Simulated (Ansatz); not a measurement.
Start from `[CH3][AlH][CH2]F` and change one element to get `CBCF`.

Ansatz, PBE0-D4/def2-TZVP geometries, multiplicity 1. Each molecule was computed in one conformer, which needn't be the lowest.

```csv
property,`[CH3][AlH][CH2]F`
HOMO energy (B3LYP/def2-TZVPP) / eV,-7.37
zero-point energy (PBE0-D4/def2-TZVP) / kJ/mol,185.3
HOMO–LUMO gap (ωB97M-V/def2-TZVPP) / eV,10.30
HOMO energy (PBE/def2-TZVPP) / eV,-6.15
size of the dipole moment (PBE/def2-TZVPP) / D,2.19
HOMO energy (ωB97M-V/def2-TZVPP) / eV,-9.86
```

Q: Give the same properties after the change, and the shifts. (Best estimate.)

A: The calculation gave: 
```json
{"property": "HOMO energy (B3LYP/def2-TZVPP) / eV", "`CBCF`": "-8.44", "shift": "-1.07"}
{"property": "zero-point energy (PBE0-D4/def2-TZVP) / kJ/mol", "`CBCF`": "204.4", "shift": "19.1"}
{"property": "HOMO–LUMO gap (ωB97M-V/def2-TZVPP) / eV", "`CBCF`": "11.92", "shift": "1.62"}
{"property": "HOMO energy (PBE/def2-TZVPP) / eV", "`CBCF`": "-7.04", "shift": "-0.89"}
{"property": "size of the dipole moment (PBE/def2-TZVPP) / D", "`CBCF`": "2.22", "shift": "0.03"}
{"property": "HOMO energy (ωB97M-V/def2-TZVPP) / eV", "`CBCF`": "-11.02", "shift": "-1.16"}
```

With PBE0 the HOMO falls by 1.06 eV and the LUMO rises by 0.06 eV, so the gap widens by about 1.12 eV. PBE moves the HOMO by -0.89 eV and ωB97M-V by -1.16 eV. Dipoles are sizes alone; their direction can turn.

B3LYP here is the variant with VWN-RPA as its local correlation; programs differ in this.
